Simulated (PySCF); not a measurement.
The dipole of `N#C[C@@H](C[SiH3])CN[SiH2]P` from its density and from atomic charges.

Coordinates (GFN2-xTB, Å) and charges (e) from the PBE0/pcSseg-1 density (PySCF):

```csv
atom,x,y,z,Mulliken,IAO,Hirshfeld,ESP-fitted
N1,-0.821,-1.331,-1.936,-0.2404,-0.2464,-0.2151,-0.4405
C2,-0.857,-0.611,-1.048,+0.1210,+0.1315,+0.0879,+0.1810
C3,-0.910,0.261,0.097,-0.3349,-0.1488,-0.0095,+0.4793
C4,-2.185,-0.023,0.902,-0.4631,-0.5298,-0.1488,-0.3480
Si5,-3.792,0.367,-0.050,+0.5125,+0.6015,+0.3188,+0.3682
C6,0.357,0.057,0.961,+0.0907,-0.1264,-0.0122,-0.3540
N7,1.575,0.456,0.319,-0.6811,-0.6748,-0.2425,-0.3922
Si8,2.646,-0.609,-0.496,+0.5841,+0.7214,+0.3078,+0.3827
P9,4.303,0.764,-1.121,-0.2705,-0.1207,-0.0262,-0.4060
H10,-0.922,1.297,-0.264,+0.1624,+0.1611,+0.0560,-0.0246
H11,-2.176,-1.070,1.211,+0.1521,+0.1535,+0.0452,+0.0897
H12,-2.147,0.572,1.817,+0.1497,+0.1501,+0.0462,+0.0839
H13,-3.876,-0.456,-1.251,-0.0471,-0.1013,-0.0688,-0.0712
H14,-4.909,0.098,0.855,-0.0831,-0.1128,-0.0745,-0.0928
H15,-3.764,1.789,-0.403,-0.0832,-0.1208,-0.0770,-0.1138
H16,0.225,0.631,1.887,+0.1290,+0.1365,+0.0437,+0.1110
H17,0.446,-0.999,1.223,+0.1276,+0.1442,+0.0476,+0.1595
H18,1.591,1.439,0.086,+0.2017,+0.2566,+0.1095,+0.2777
H19,3.037,-1.624,0.491,-0.0897,-0.1415,-0.0870,-0.1061
H20,2.129,-1.286,-1.691,-0.0570,-0.1349,-0.0865,-0.0455
H21,4.906,-0.175,-1.932,+0.0588,+0.0005,-0.0074,+0.1333
H22,5.135,0.470,-0.061,+0.0607,+0.0013,-0.0078,+0.1284
```

What dipole does each set of charges give (1 e·Å = 4.803 D), and what does the density give?

The full density gives (-0.55, 1.55, 3.33) D, 3.71 D in size; dipole vectors point from the negative to the positive end.

```tsv
scheme	μx	μy	μz	size (D)	share of the full size (%)	angle to the full dipole (°)
Mulliken	-2.29	-0.15	2.56	3.44	93	42
IAO	-1.08	1.25	1.76	2.42	65	21
Hirshfeld	-0.50	1.71	1.95	2.65	71	16
ESP-fitted	-0.50	1.54	3.31	3.68	99	1
```

Which set comes closest?

Length of the difference vector: ESP-fitted 0.05 D, Hirshfeld 1.39 D, IAO 1.68 D, Mulliken 2.55 D. Closest: ESP-fitted. 

What is left for the Hirshfeld atoms' own dipoles?

The shares of the density sum to the whole, so what Σ q r misses lies in dipoles about the nuclei. The atomic dipoles sum to (-0.55, 1.55, 3.33) − (-0.50, 1.71, 1.95) = (-0.05, -0.16, 1.38) D, 1.39 D in size.

With the origin at the mean of the coordinates, (0.000, 0.001, -0.018) Å, which are the largest single terms, by size, of the Mulliken dipole along the direction of the full one?

Si8 -3.01, C4 -2.53, N1 +2.49, P9 +1.70, Si5 +1.69 D; all 22 atoms together +2.57 D. The single terms depend on the origin, their sum doesn't.

Give the size of the full dipole in other units.

3.71 D = 1.461 au = 0.773 e·Å = 12.39 × 10⁻³⁰ C·m.

Isolated species at its GFN2-xTB geometry (one conformer only).
